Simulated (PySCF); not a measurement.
Species: BH6NSn.
Numbering: `[BH2:1][NH:2][SnH3:3]` (hydrogens: H4, H5 on B1; H6 on N2; H7, H8, H9 on Sn3)

Method: PBE0-D3(BJ)/def2-SVP geometry optimisation, gas phase, def2 core potentials past Kr in PySCF 2.14.0; density fitting, grid level 1; the optimiser is geomeTRIC in internal coordinates, started from a GFN2-xTB structure with every atom displaced at random (about 0.01 Å).

Step 0: E = -8091.0375 eV
```
atom  x, y, z in Å  |  force x, y, z in eV/Å
B1     -1.6731   -0.2329    0.0350    0.063   0.307   0.155
N2     -0.4247   -0.2729   -0.5224    0.397  -0.270  -0.680
Sn3     1.3598    0.2710    0.2160    0.733   0.249   0.473
H4     -2.5747   -0.5747   -0.6060   -1.186  -0.517  -0.715
H5     -1.8240    0.2034    1.1065   -0.136   0.356   1.155
H6     -0.3637   -0.6328   -1.4613   -0.059  -0.181  -0.422
H7      2.4148   -1.0302    0.0395    0.237  -0.396  -0.054
H8      1.9699    1.5638   -0.6734    0.088   0.372  -0.282
H9      1.1734    0.6881    1.8323   -0.138   0.080   0.371
```

**Question.** Estimate the geometry and energy of step 1. (The exact step hangs on the optimiser's Hessian estimate; all steps are aligned on step 0, rigid shifts and turns removed.)

**Answer.** E = -8091.1743 eV, largest force 0.558 eV/Å
```
atom  x, y, z in Å  |  force x, y, z in eV/Å
B1     -1.6800   -0.2185    0.0312   -0.112   0.009  -0.087
N2     -0.4303   -0.2935   -0.5791    0.485   0.153   0.231
Sn3     1.4133    0.2809    0.2315   -0.174  -0.089  -0.160
H4     -2.6588   -0.5872   -0.5931    0.043   0.016   0.079
H5     -1.7959    0.2188    1.1584    0.056  -0.018  -0.005
H6     -0.3930   -0.6594   -1.5253   -0.003  -0.021  -0.038
H7      2.4860   -1.0767    0.0612   -0.206   0.267   0.045
H8      2.0037    1.6272   -0.6956   -0.112  -0.253   0.186
H9      1.1129    0.6912    1.8770    0.023  -0.066  -0.252
```

The energy changes by -0.1368 eV. The first-order estimate −F·Δx gives -0.3786 eV and the mean of the old and new forces, exact on a quadratic surface, -0.1432 eV. The step makes an angle of 42° with the force vector and moves no atom by more than 0.088 Å.

The cost below is that of the whole optimisation. Time: 17 s; peak memory 0.36 GiB. Hardware: one thread, AMD EPYC 7B13 (x86_64), on a shared host.
